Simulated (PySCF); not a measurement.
Two species compared at the same levels of theory.

First species: C8H14N2.
Cartesian coordinates in Å at the GFN2-xTB level; atoms count from 1:
```xyz
24
C8H14N2 angstrom
C     -3.3154   -1.5370    0.3938
C     -2.0170   -1.8125    0.3375
N     -0.9561   -0.9357    0.4617
C     -1.2050    0.4762    0.6921
C     -1.4069    1.2429   -0.6130
N      0.2187   -1.5049    0.2043
C      1.3877   -1.0173    0.1445
C      1.9500    0.3497    0.3064
C      3.3860    0.5744   -0.0660
C      2.3070    1.1363   -0.9333
H     -3.7200   -0.5508    0.5326
H     -4.0321   -2.3312    0.2986
H     -1.6748   -2.8255    0.1806
H     -2.0964    0.5519    1.3186
H     -0.3737    0.8967    1.2543
H     -1.6056    2.2913   -0.4057
H     -2.2458    0.8274   -1.1657
H     -0.5164    1.1736   -1.2329
H      2.1230   -1.7716   -0.1211
H      1.5916    0.9275    1.1489
H      3.9709    1.2552    0.5341
H      3.9480   -0.2682   -0.4409
H      2.1387    2.2033   -0.9311
H      2.1318    0.6680   -1.8908
```

Second species: C5H11NSi2.
SMILES: `N#CC/C(=C/[SiH3])C[SiH3]`

Levels: PBE0/pcSseg-1 for dipole moment, HOMO energy, LUMO energy and HOMO–LUMO gap; GFN2-xTB for rotational constant A and rotational constant C. Geometries: GFN2-xTB. Each species is one conformer at its optimised geometry, gas phase, non-relativistic unless stated; the electronic structure was computed with PySCF and density fitting.

The conformers computed, where there is a choice (atom-mapped SMILES and torsion angles):
- `[CH2:1]=[CH:2][N:3]([CH2:4][CH3:5])/[N:6]=[CH:7]\[CH:8]1[CH2:9][CH2:10]1`: C1–C2–N3–C4 0°, C2–N3–C4–C5 -87°, C2–N3–N6–C7 176°, N6–C7–C8–C9 -170°
- `[N:1]#[C:2][CH2:3]/[C:4](=[CH:5]/[SiH3:6])[CH2:7][SiH3:8]`: C2–C3–C4–C5 -115°, C3–C4–C7–Si8 81°

Values for the first species:

```
Dipole moment         : 2.54 D
HOMO energy           : -5.60 eV
LUMO energy           : 0.11 eV
HOMO–LUMO gap         : 5.71 eV
Rotational constant A : 2.886 GHz
Rotational constant C : 0.631 GHz
```

**Question.** Estimate the same properties for the second species, and the change in each.

**Answer.** 
```csv
property,first,second,second less first
dipole moment,2.54 D,3.35 D,+0.81 D
HOMO energy,-5.60 eV,-7.65 eV,-2.05 eV
LUMO energy,0.11 eV,-0.90 eV,-1.01 eV
HOMO–LUMO gap,5.71 eV,6.75 eV,+1.04 eV
rotational constant A,2.886 GHz,1.466 GHz,-1.420 GHz
rotational constant C,0.631 GHz,0.644 GHz,+0.013 GHz
```

On the first: In atomic units the dipole is 1.00 e·bohr (1 au = 2.5417 D). GFN2-xTB frequencies show an imaginary mode (46i cm⁻¹), so this geometry is no minimum at that level.

On the second: A dipole of 3.35 D is allowed in C1, and pure rotational transitions are dipole-allowed. The dipole matches unit charges of opposite sign 0.70 Å apart (1 e·Å = 4.8032 D).
